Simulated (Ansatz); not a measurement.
`CC(C)(C)C#CC#CC#CC#CC#CC#CC#CC#CC#CC(C)(C)C` with charge +1. Charge 1, multiplicity 2. Geometry PBE-D4/def2-SVP; atoms count from 1.

```tsv
atom	x (Å)	y (Å)	z (Å)
C1	-5.723	7.726	8.766
C2	-4.180	7.609	8.895
C3	-3.516	9.001	8.725
C4	-3.806	7.000	10.276
C5	-3.693	6.716	7.856
C6	-3.272	5.950	6.965
C7	-2.824	5.131	6.010
C8	-2.401	4.355	5.107
C9	-1.958	3.547	4.163
C10	-1.531	2.771	3.250
C11	-1.091	1.967	2.310
C12	-0.662	1.186	1.397
C13	-0.221	0.385	0.458
C14	0.208	-0.394	-0.457
C15	0.649	-1.194	-1.396
C16	1.079	-1.974	-2.309
C17	1.522	-2.777	-3.250
C18	1.949	-3.555	-4.160
C19	2.394	-4.362	-5.105
C20	2.823	-5.132	-6.011
C21	3.275	-5.948	-6.966
C22	3.697	-6.713	-7.856
C23	4.190	-7.603	-8.896
C24	4.052	-9.070	-8.409
C25	3.330	-7.380	-10.171
C26	5.676	-7.267	-9.188
H27	-6.214	6.741	8.886
H28	-6.095	8.402	9.563
H29	-6.013	8.150	7.786
H30	-3.767	9.448	7.744
H31	-3.889	9.676	9.521
H32	-2.415	8.934	8.812
H33	-4.179	7.677	11.071
H34	-4.270	6.005	10.417
H35	-2.709	6.901	10.388
H36	4.651	-9.249	-7.495
H37	4.422	-9.746	-9.206
H38	2.996	-9.327	-8.197
H39	3.701	-8.057	-10.967
H40	3.410	-6.337	-10.534
H41	2.264	-7.612	-9.984
H42	6.305	-7.413	-8.288
H43	6.046	-7.944	-9.984
H44	5.792	-6.223	-9.536
```

Single mean-field runs in def2-TZVP are fitted with def2-universal-jkfit.

Estimate the Mulliken populations of the heavy atoms from the PBE0/def2-TZVP orbitals of Ansatz.


```
atom  charge (e)  spin (α − β)
  C1       -0.37          0.01
  C2       -0.05         -0.01
  C3       -0.37          0.00
  C4       -0.38          0.01
  C5        0.02          0.22
  C6        0.22         -0.11
  C7        0.03          0.22
  C8       -0.03         -0.10
  C9        0.03          0.19
 C10        0.00         -0.08
 C11        0.04          0.12
 C12        0.01         -0.02
 C13        0.02          0.05
 C14        0.02          0.05
 C15        0.01         -0.02
 C16        0.04          0.12
 C17        0.00         -0.08
 C18        0.03          0.19
 C19       -0.03         -0.10
 C20        0.03          0.21
 C21        0.22         -0.11
 C22        0.02          0.22
 C23       -0.05         -0.01
 C24       -0.37          0.00
 C25       -0.38          0.01
 C26       -0.37          0.00
```
Mulliken values depend strongly on the basis.

Where does the spin sit?

Summed by element: C 0.99, H 0.01, of 1 unpaired in all. Largest on single atoms: C5 0.22, C22 0.22, C7 0.22.

And the Mayer bond orders between heavy atoms (over 0.3)?

C1–C2 0.98 (1.55 Å); C2–C3 0.99 (1.55 Å); C2–C4 0.98 (1.55 Å); C2–C5 1.14 (1.45 Å); C5–C6 2.31 (1.25 Å); C6–C7 1.52 (1.34 Å); C7–C8 2.31 (1.26 Å); C8–C9 1.61 (1.32 Å); C9–C10 2.20 (1.27 Å); C10–C11 1.65 (1.31 Å); C11–C12 2.13 (1.28 Å); C12–C13 1.69 (1.31 Å); C13–C14 2.11 (1.28 Å); C14–C15 1.69 (1.31 Å); C15–C16 2.13 (1.28 Å); C16–C17 1.65 (1.31 Å); C17–C18 2.20 (1.27 Å); C18–C19 1.61 (1.32 Å); C19–C20 2.31 (1.26 Å); C20–C21 1.52 (1.34 Å); C21–C22 2.31 (1.25 Å); C22–C23 1.14 (1.45 Å); C23–C24 0.98 (1.55 Å); C23–C25 0.97 (1.55 Å); C23–C26 0.98 (1.55 Å).
